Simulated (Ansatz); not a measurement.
Gas-phase electronic energies from Ansatz, PBE0-D4/def2-TZVP geometries. CCSD(T)/CBS adds triple-zeta CCSD(T) − MP2 to the extrapolated MP2 energy (def2 sets, frozen cores). DFT in def2-TZVPP. B3LYP here is the variant with VWN-RPA as its local correlation; programs differ in this. Each species was taken in one conformer, which may not be the lowest.

Reaction (cleavage of the Si–Si bond): `F[Si]1([SiH3])CS1` + `CO[SiH](O)F` → `CO[SiH](F)O[SiH3]` + `F[SiH]1CS1`

`F[Si]1([SiH3])CS1`:

Cartesian coordinates in Å:
```
F 1.671 0.386 1.461
Si 0.698 -0.026 0.263
Si -0.971 1.559 -0.047
C 0.476 -1.819 -0.047
S 1.501 -0.997 -1.386
H -1.639 1.875 1.242
H -1.952 0.977 -0.998
H -0.378 2.795 -0.616
H 1.054 -2.525 0.543
H -0.461 -2.226 -0.415
```

`CO[SiH](O)F`:

```xyz
10

C     1.395    0.780    0.279
O     0.088    0.339    0.584
Si   -0.921   -0.404   -0.447
O    -2.201   -0.954    0.379
F    -0.122   -1.596   -1.143
H     1.378    1.578   -0.470
H     2.015   -0.041   -0.093
H     1.842    1.172    1.193
H    -1.416    0.463   -1.527
H    -2.057   -1.337    1.246
```

`CO[SiH](F)O[SiH3]`:

Z-matrix (Å, degrees):
```
C
O 1 1.412
H 1 1.090 2 108.1
H 1 1.094 2 111.1 3 119.3
H 1 1.095 2 111.4 3 -119.1
Si 2 1.621 1 125.6 3 175.7
O 6 1.608 2 107.9 1 175.4
F 6 1.592 2 109.3 1 56.3
H 6 1.472 2 112.8 1 -62.2
Si 7 1.644 6 144.6 2 -22.3
H 10 1.482 7 107.5 6 -167.0
H 10 1.484 7 109.8 6 73.6
H 10 1.484 7 110.3 6 -47.3
```

`F[SiH]1CS1`:

Cartesian coordinates in Å:
```
F 1.773 0.992 -0.704
Si 0.229 0.681 -0.493
C -0.258 -0.652 0.649
S -0.578 -1.093 -1.162
H -0.501 1.951 -0.623
H 0.506 -1.281 1.096
H -1.170 -0.598 1.236
```

Question: Is it downhill or uphill in electronic energy at CCSD(T)/CBS, and by how much? (An estimate is asked.)

Answer: Ansatz gave: Downhill: ΔE = -23.3 kcal/mol.

Question: What do these levels give: B3LYP-D4, PBE, PBE0, CCSD/def2-TZVPP, CCSD(T)/def2-TZVPP, CCSD/CBS(def2)? (An estimate is asked.)

Answer: Ansatz gave: B3LYP-D4 -22.8, PBE -16.4, PBE0 -18.9, CCSD/def2-TZVPP -24.4, CCSD(T)/def2-TZVPP -23.3, CCSD/CBS(def2) -24.4 kcal/mol.

Largest T1 diagnostic among the species: 0.013.

In def2-TZVPP, CCSD(T) changes the Hartree–Fock value by +7.1 kcal/mol (the triples alone add +1.2 kcal/mol) and MP2 by +5.9 kcal/mol. From PBE to PBE0 (25 % exact exchange), in def2-TZVPP and without D4, ΔE moves by −2.4 kcal/mol.
